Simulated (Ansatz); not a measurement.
Match the barriers

Saddle point of BPNH7O2, closed shell (BNH₄O₂ ([NH2][B]([OH])[OH]) + PH₃ → BPH₄O₂ ([OH][B]([OH])[PH2]) + NH₃ (still joined by a long B–N bond); bonds formed: B1–P6, N2–H5; bonds broken: H5–P6; bonds weakened to dative contacts: B1–N2), PBE0-D4/def2-TZVP structure:

```csv
atom,x (Å),y (Å),z (Å)
B1,-0.2210,-0.9121,-0.0599
N2,1.2118,-0.3428,-0.1773
O3,-0.7482,-1.2042,1.1613
O4,-0.6467,-1.4941,-1.2042
H5,0.7568,0.7033,-0.1365
P6,-0.9758,1.7544,-0.1091
H7,1.6489,-0.5354,-1.0739
H8,1.8405,-0.5594,0.5902
H9,-0.6148,-0.5237,1.8247
H10,-1.5557,-1.8000,-1.1439
H11,-0.5681,2.2696,1.1585
H12,-0.1278,2.6445,-0.8300
```

Computed with Ansatz 0.2.0 (basis: def2-TZVPP, with def2-QZVPP for the basis limit); correlated methods freeze the cores. Extrapolation: Hartree–Fock as exp(−7.88 √X), correlation as X^−2.97. Four methods, as single points on the PBE0-D4 structures, gave these electronic barriers from the start structure: 35.47, 44.10, 49.46, 62.02 kcal/mol.

The methods were, in alphabetical order, CCSD(T), HF, r2SCAN-D4, SPW92. Which gave which? (A judgement: the text doesn't fix the answer.)

The calculation gives: SPW92 35.47; r2SCAN-D4 44.10; CCSD(T) 49.46; HF 62.02 kcal/mol. For comparison, CCSD(T) at an estimated basis limit (MP2 extrapolated from triple and quadruple zeta, plus CCSD(T) − MP2 in triple zeta) gives 49.00 kcal/mol.

T1 diagnostic: at most 0.014.

Labels in which every atom is bracketed show which atoms are joined, not bond orders.

For scale, one of the runs: CCSD(T)/def2-TZVPP, 264 basis functions, launched by `ansatz run in.yaml --threads 8 --pin off --events-out ev --progress --plain --max-ram 19148MiB`. The run took 75 s on 8 CPU threads of a Oxide Virtual Turin-like (shared host), with 6.7 GiB of host memory at its peak.
